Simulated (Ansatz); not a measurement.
Series FeX2: PBE-D4/def2-TZVP single points in Ansatz on relaxed structures, gas phase. Core potentials for I, no spin–orbit coupling. HOMO and LUMO are taken over both spins. Binding counts from free atoms in the multiplicity of their measured ground term, without zero-point energy. Singlets are spin-restricted. Names give formal oxidation states. The structures are stationary points that may keep the symmetry of their start. Remarks come from the PBE and PBE0 runs and from stability tests at other levels; not every state was tested. HOMO above LUMO (over both spins in singlets and doublets, within one spin in higher multiplets; at PBE or PBE0), or a gap under 0.15 eV within one spin, warns that the state may not be the lowest or that an electron is smeared out.

```
          species  atoms    state           geometry  HOMO (eV)  LUMO (eV)  gap (eV)  binding per atom (eV)  point group (within 0.1 Å)
             FeI2      3  quintet  PBE0-D4/def2-TZVP      -5.47      -5.09      0.37                   2.21                         D∞h
Fe(NH2)2 (FeN2H4)      7  quintet  PBE0-D4/def2-TZVP      -3.72      -3.34      0.38                   3.31                         D2d
   FeMe2 (C2H6Fe)      9  quintet  PBE0-D4/def2-TZVP      -4.81      -4.26      0.56                   3.52                           –
```

(1) Estimate the rows for FeBr2 (quintet, PBE-D4/def2-TZVP geometry).

(1) 
```
species  atoms    state          geometry  HOMO (eV)  LUMO (eV)  gap (eV)  binding per atom (eV)  point group (within 0.1 Å)                        remarks
  FeBr2      3  quintet  PBE-D4/def2-TZVP      -5.63      -5.20      0.43                   2.58                         D∞h  gap within one spin near zero
```

The gap (eV) runs from 0.37 (FeI2) to 0.56 (FeMe2).
